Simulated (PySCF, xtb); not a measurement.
1-silylprop-2-en-1-one (C3H6OSi), SMILES C=CC(=O)[SiH3].

GFN2-xTB in xtb 6.7.1 at its own geometry gives an orbital gap of 1.96 eV and a dipole moment of 2.49 D.

Geometry optimised at ωB97X-D3(BJ)/def2-SVP. One conformer was computed; it need not be the lowest.

What does B3LYP/def2-TZVP (PySCF) give? (An estimate is asked for; the answer gives what the named calculation found.)

gap 4.28 eV (levels -6.82 and -2.54 eV), dipole 2.45 D.
